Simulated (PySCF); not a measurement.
# Selenium: a sound run and one with changed settings

Sound run: Se⁺ [Ar] 3d10 4s2 4p3, Se²⁺ [Ar] 3d10 4s2 4p2. All numbers are calculated (PySCF 2.14, the spin-free X2C one-electron Hamiltonian (Gaussian nucleus), in jorge-DZP-DKH (8s6p2d1f, 43 functions)). The sound run starts from symmetry-adapted Hartree-Fock orbitals and uses a fine grid where one is needed.

Changed run: radial step 0.8 in ln r (0.13 in the sound run). This setting is unsound on purpose.

```tsv
species	method	sound run (hartree)	changed run (hartree)	converged
Se⁺	UHF	-2427.62254	-2427.62254	yes
Se⁺	B3LYP	-2429.36472	-2429.19207	yes
Se⁺	M06-L	-2429.22570	-2428.90019	yes
Se²⁺	UHF	-2426.85370	-2426.85370	yes
Se²⁺	B3LYP	-2428.58189	-2428.42490	yes
Se²⁺	M06-L	-2428.44949	-2428.19391	yes
```

Ionisation energy of Se⁺:

```
method  sound run (eV)  changed run (eV)
   UHF          20.921            20.921
 B3LYP          21.302            20.876
 M06-L          21.122            19.219
```

A coarse radial grid mis-integrates the density and the exchange-correlation energy, with errors of either sign; Hartree-Fock needs no grid.

For comparison, NIST gives 21.196 ± 0.01 eV between the lowest levels.
